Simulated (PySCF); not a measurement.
## Assigning NMR signals

Geometry (Å), atoms numbered from 1 in this order:
```xyz
23

C    -3.2117   -1.0005   -0.7135
C    -2.1014   -0.2907   -0.5711
C    -2.0266    1.1337   -1.0308
Si   -0.5304   -1.0011    0.2155
Si    1.3082   -0.9455   -1.2310
C     2.7492   -0.6974   -0.0488
C     2.7797    0.1842    0.9501
C     1.7198    1.1812    1.2538
Si    0.1510    0.3437    1.9924
H    -4.1075   -0.5944   -1.1612
H    -3.2722   -2.0243   -0.3851
H    -1.2623    1.2428   -1.8001
H    -2.9779    1.4716   -1.4386
H    -1.7531    1.7835   -0.1995
H    -0.8962   -2.3651    0.6479
H     1.2563    0.1758   -2.1883
H     1.5907   -2.1420   -2.0344
H     3.5957   -1.3659   -0.1475
H     3.6263    0.1926    1.6298
H     2.1050    1.9343    1.9394
H     1.4195    1.6972    0.3397
H    -0.7283    1.4433    2.4225
H     0.5614   -0.3302    3.2312
```

Fast rotation and ring inversion assumed for equivalent nuclei, non-relativistic, no solvent, one conformer. NMR shieldings at PBE0/pcSseg-1/GIAO; geometry: GFN2-xTB; PySCF 2.14.

Chemical shifts δ = σref − σ; ¹³C (186.93 ppm), ¹H (31.72 ppm) against TMS, all at this level.

Question: Assign these signals to the numbered atoms. ¹³C{¹H} NMR (computed): δ 159.4 (CH), 149.4 (C), 135.3 (CH2), 122.5 (CH), 27.9 (CH3), 17.4 (CH2).

Answer: 
159.4 → C7, alkene CH: the olefinic region
149.4 → C2, fully substituted alkene carbon: the olefinic region
135.3 → C1, terminal =CH2 carbon: as expected for a trigonal carbon in a double bond
122.5 → C6, alkene CH: as expected for a trigonal carbon in a double bond
27.9 → C3, allylic methyl carbon: a saturated carbon with 1 carbon neighbour and no heteroatom attached
17.4 → C8, allylic sp3 CH2 bonded to Si

Question: Assign these signals to the numbered atoms. ¹H NMR (400 MHz, computed): δ 7.25 (m, 1H), 5.95 (br s, 1H), 5.88 (m, 1H), 5.77 (br s, 1H), 4.39 (m, 1H), 4.21 (m, 1H), 4.17 (m, 1H), 4.09 (m, 1H), 3.70 (m, 1H), 2.27 (m, 1H), 2.04 (s, 3H), 1.49 (m, 1H).

Answer: 
7.25 → H19, hydrogen on an alkene CH: olefinic region
5.95 → H10, hydrogen on a terminal =CH2 carbon: olefinic region
5.88 → H18, hydrogen on an alkene CH: attached to an sp2 carbon and in the plane of the double bond
5.77 → H11, hydrogen on a terminal =CH2 carbon: olefinic region
4.39 → H16, hydrogen on a silicon bonded to C, Si, in a 6-membered ring
4.21 → H15, hydrogen on a silicon bonded to C, 2 Si, in a 6-membered ring
4.17 → H17, hydrogen on a silicon bonded to C, Si, in a 6-membered ring
4.09 → H22, hydrogen on a silicon bonded to C, Si, in a 6-membered ring
3.70 → H23, hydrogen on a silicon bonded to C, Si, in a 6-membered ring
2.27 → H20, hydrogen on an allylic sp3 CH2 bonded to Si: allylic position
2.04 → H12/H13/H14, hydrogen on an allylic methyl carbon: allylic position
1.49 → H21, hydrogen on an allylic sp3 CH2 bonded to Si: allylic position

H10 and H18; H18 and H11; H15 and H17; H17 and H22 lie closer than the usual error of such a calculation, so a measured spectrum could show them in the other order.

Shifts are as computed. Against solution values, carbons near 30 ppm lie about +3 ppm off and those near 130 ppm about +5 ppm. Of 1309 compounds with measured shifts, 239 miss one by over three times the rms of a fit or turn the order of signals round; such compounds aren't used in these exercises. No couplings were computed; multiplicities are counted from neighbouring protons, with m where these are inequivalent, close in shift, in a saturated or five-membered ring or joined by F or P, and br s for small geminal =CH2 splittings.
